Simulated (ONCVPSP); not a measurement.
## Configuration tests for Si (Z = 14) (ONCV)

Si, optimised norm-conserving Vanderbilt (ONCV), made with ONCVPSP 4.0.1 (LDA (Perdew-Zunger), scalar-relativistic). Core [He], reference 2s2 2p6 3s1.5 3p2.5. Waves: 2s+3s: rc 0.90 bohr, ncon 3, nbas 7, qcut 17.8 1/bohr, 2 projectors; 2p+3p: rc 0.80 bohr, ncon 4, nbas 8, qcut 14.9 1/bohr, 2 projectors. Local part: polynomial inside 0.60 bohr (lpopt 2, dvloc0 0 Ha). Core correction: Teter function fitted to the true core (icmod 2), fcfact 0.35.

Energies are relative to the spin-unpolarised reference configuration 2s2 2p6 3s1.5 3p2.5; without spin polarisation the order of configurations can differ from experiment.

| valence configuration | charge | ΔE all-electron (eV) | error AE − PS (meV) |
| --- | --- | --- | --- |
| 2s2 2p6 3s2 3p2 | 0 | -3.381 | +0.2 |
| 2s2 2p6 3s2 3p0 | +2 | 20.562 | +3.4 |
| 2s2 2p6 3s1 3p3 | 0 | 3.426 | 0.0 |

(1) What are ΔE and the potential's error for 2s2 2p6 3s2 3p1?

## Answers

(1) ΔE = 4.448 eV all-electron; the error (AE − PS) is +0.9 meV.
